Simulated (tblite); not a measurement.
Species: C4H12OP2.
Geometry (GFN2-xTB, Å), atoms numbered from 1 in this order:
```
atom  x, y, z in Å
C1    -2.3462    0.4803   -1.2059
C2    -2.0794    0.4758    0.2898
P3    -0.3045    0.5474    0.7422
O4    -0.0746    0.6123    2.1851
C5     0.4940   -0.8948   -0.0661
C6     1.9053   -0.9944    0.4904
P7     2.7538    0.6396    0.2471
H8    -1.9708   -0.4286   -1.6699
H9    -1.8598    1.3332   -1.6749
H10   -3.4147    0.5451   -1.4001
H11   -2.4943   -0.4154    0.7710
H12   -2.5365    1.3438    0.7760
H13    0.1460    1.6532    0.0221
H14    0.5024   -0.7689   -1.1504
H15   -0.0935   -1.7855    0.1840
H16    2.4701   -1.8109    0.0321
H17    1.8486   -1.1637    1.5703
H18    3.0248    0.4488   -1.1106
H19    4.0195    0.1921    0.6196
```

Method: GFN2-xTB as coded in tblite; computed harmonic values from a numerical Hessian at the method's own geometry, unscaled. This tight-binding method is rough: wavenumbers can miss measured ones by several per cent, in bad cases by 10 to 20. Modes of hydrogen on phosphorus can be 10 to 20 % off. One conformer, not necessarily the lowest.

Harmonic wavenumbers (cm⁻¹): 57.0, 76.2, 93.0, 145.9, 158.4, 186.7, 209.4, 254.5, 319.4, 364.4, 398.7, 652.9, 658.7, 701.1, 741.3, 762.7, 784.7, 830.1, 893.8, 924.7, 950.7, 987.9, 1007.1, 1040.2, 1074.4, 1084.9, 1129.2, 1139.4, 1203.2, 1238.3, 1251.6, 1257.6, 1291.0, 1408.0, 1421.8, 1435.5, 1438.4, 1495.2, 1500.2, 2262.7, 2277.8, 2329.4, 2916.1, 2930.3, 2938.0, 2943.4, 2951.0, 2963.8, 3028.6, 3032.7, 3041.8.

A = 3081, B = 984.3, C = 894.4 MHz; mass 138.036 u (most abundant isotopes); point group C1, symmetry number 1.

Question: What is the zero-point energy?

Answer: Half the sum of the wavenumbers: 33092 cm⁻¹ = 395.86 kJ/mol.

Question: What is S at 500 K and 1 bar for an ideal gas of classical rigid rotors and harmonic oscillators?

Answer: Translation 181.06, rotation 128.46, vibration 209.60: S = 519.1 J/(mol K).

Question: And Cp and H(500 K) − H(0)?

Answer: Cp = 236.45 J/(mol K), of which vibrations give 203.19 (their classical limit is 51 R = 424.0); H(500 K) − H(0) = 69.86 kJ/mol without the zero-point energy, 53.23 from vibrations.

Question: Which modes carry the vibrational entropy at 500 K?

Answer: 57.0 cm⁻¹: 23.35; 76.2 cm⁻¹: 20.95; 93.0 cm⁻¹: 19.30; 145.9 cm⁻¹: 15.59; 158.4 cm⁻¹: 14.92; 186.7 cm⁻¹: 13.58 J/(mol K); the other 45 give 101.91 together.

Question: Blend soft modes into free rotors: weight 1/[1 + (100 cm⁻¹/ν̃)⁴] for the oscillator and the rest for a rotor with moment μB/(μ + B), μ = h/(8π²ν), B = 10⁻⁴⁴ kg m². What vibrational entropy results?

Answer: 195.07 J/(mol K) in place of 209.60, which changes −T·S at 500 K by +7.26 kJ/mol.

Question: What must be added to the electronic energy to get the Gibbs energy at 500 K and 1 bar?

Answer: ZPE + [H(500 K) − H(0)] − T·S = 395.86 + 69.86 − 259.56 = 206.16 kJ/mol.

Hindered rotation and anharmonicity are outside this model. Other conformers, if any are populated, would add a mixing term that is left out. The structure is chiral; the term R ln 2 for an equal mix with its mirror image is left out.
